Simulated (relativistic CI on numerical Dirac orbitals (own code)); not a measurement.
## Radial parameters of Os XX

Calculated at this level of theory: Dirac-Coulomb-Breit CI, orbitals from a KLI potential per configuration, a model potential for QED, unscaled Slater integrals (own radial code, finite nucleus).

Slater integrals F^k, G^k are unscaled and averaged over j, outside the closed core [Ar] 3d10; ζ comes from projecting the Hamiltonian with its Breit term on Σ l·s of the shell.

- 4s²4p⁶4d¹⁰4f¹¹: F^2(4f,4f) = 208520, F^4(4f,4f) = 134100, F^6(4f,4f) = 97467, ζ(4f) = 6986.4 cm⁻¹; <r>(4f) = 0.4873, <r^2>(4f) = 0.2784 (bohr units).
- 4s²4p⁶4d¹⁰4f¹⁰5s: F^2(4f,4f) = 211300, F^4(4f,4f) = 136010, F^6(4f,4f) = 98895, ζ(4f) = 7191.9, G^3(4f,5s) = 35372 cm⁻¹; <r>(4f) = 0.482, <r^2>(4f) = 0.2721, <r>(5s) = 0.8548, <r^2>(5s) = 0.8131 (bohr units).
- 4s²4p⁶4d¹⁰4f⁹5s²: F^2(4f,4f) = 214300, F^4(4f,4f) = 138070, F^6(4f,4f) = 100440, ζ(4f) = 7399.9 cm⁻¹; <r>(4f) = 0.4764, <r^2>(4f) = 0.2655 (bohr units).

Averages of the first 10 configurations, taken without configuration mixing, which lowers the lowest level and can move excited configurations by several eV; other configurations of the list can lie among them:

| Configuration | Parity | States | Average energy above the lowest level (eV) |
| --- | --- | --- | --- |
| 4s²4p⁶4d¹⁰4f¹¹ | odd | 364 | 10.3 |
| 4s²4p⁶4d¹⁰4f¹⁰5s | even | 2002 | 35.2 |
| 4s²4p⁶4d¹⁰4f⁹5s² | odd | 2002 | 68.2 |
| 4s²4p⁶4d¹⁰4f¹⁰5p | odd | 6006 | 89.9 |
| 4s²4p⁶4d⁹4f¹² | even | 910 | 248.6 |
| 4s²4p⁶4d¹⁰4f¹⁰5d | even | 10010 | 163.3 |
| 4s²4p⁶4d⁸4f¹³ | odd | 630 | 488.9 |
| 4s²4p⁶4d¹⁰4f¹⁰6s | even | 2002 | 238.2 |
| 4s²4p⁵4d¹⁰4f¹² | odd | 546 | 465.9 |
| 4s²4p⁴4d¹⁰4f¹³ | odd | 210 | 921.9 |
